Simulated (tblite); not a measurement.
Species: C₇H₁₁PS.
Structure used (GFN2-xTB), in Å, numbered top down from 1:
```xyz
20
C7H11PS angstrom
C      3.4995    0.0758    0.4403
C      2.1717   -0.1913   -0.1820
C      1.9450   -0.8023   -1.3677
P      0.2739   -1.0079   -1.9015
C     -0.3720   -0.2504   -0.5100
C     -1.8363   -0.0541   -0.2590
C     -2.2714   -0.7932    1.0079
C     -2.1728    1.4351   -0.1625
S      0.7556    0.3197    0.6728
H      3.5707   -0.4114    1.4123
H      3.6412    1.1455    0.5921
H      4.2955   -0.2971   -0.1991
H      2.7616   -1.1580   -1.9772
H     -2.3697   -0.4815   -1.1170
H     -1.7759   -0.3694    1.8795
H     -3.3471   -0.7093    1.1434
H     -2.0103   -1.8475    0.9394
H     -3.2461    1.5737   -0.0561
H     -1.6767    1.8773    0.6996
H     -1.8415    1.9568   -1.0582
```

All values are computed: GFN2-xTB (tblite) harmonic vibrations without scaling, gas phase. This tight-binding method is rough: wavenumbers can miss measured ones by several per cent, in bad cases by 10 to 20. One conformer, not necessarily the lowest.

Harmonic wavenumbers (cm⁻¹): 37.0, 60.8, 90.2, 151.7, 188.9, 219.2, 240.9, 268.0, 275.0, 300.9, 419.3, 443.7, 486.4, 503.1, 515.4, 610.4, 685.6, 781.7, 859.4, 909.8, 948.0, 955.0, 982.7, 1004.3, 1026.0, 1101.0, 1122.6, 1129.7, 1152.7, 1207.7, 1214.7, 1299.5, 1330.9, 1399.8, 1401.0, 1415.0, 1467.4, 1471.0, 1491.0, 1492.4, 1499.1, 1504.1, 1539.6, 2917.0, 3000.6, 3014.6, 3023.7, 3028.7, 3028.8, 3030.8, 3034.8, 3037.0, 3045.2, 3077.7.

A = 2004, B = 881.5, C = 707.4 MHz; mass 158.032 u (most abundant isotopes); point group Cs, symmetry number 1.

Q: Zero-point energy?

A: ½Σν̃ = 35221 cm⁻¹ = 421.34 kJ/mol.

Q: What is S at 500 K and 1 bar for an ideal gas of classical rigid rotors and harmonic oscillators?

A: Translation 182.74, rotation 131.68, vibration 227.81: S = 542.2 J/(mol K).

Q: And Cp and H(500 K) − H(0)?

A: Cp = 250.62 J/(mol K), of which vibrations give 217.36 (their classical limit is 54 R = 449.0); H(500 K) − H(0) = 74.17 kJ/mol without the zero-point energy, 57.54 from vibrations.

Q: Which modes carry the vibrational entropy at 500 K?

A: 37.0 cm⁻¹: 26.94; 60.8 cm⁻¹: 22.82; 90.2 cm⁻¹: 19.55; 151.7 cm⁻¹: 15.27; 188.9 cm⁻¹: 13.48; 219.2 cm⁻¹: 12.28 J/(mol K); the other 48 give 117.46 together.

Q: What must be added to the electronic energy to get the Gibbs energy at 500 K and 1 bar?

A: ZPE + [H(500 K) − H(0)] − T·S = 421.34 + 74.17 − 271.12 = 224.39 kJ/mol.

Hindered rotation and anharmonicity are outside this model. Other conformers, if any are populated, would add a mixing term that is left out.
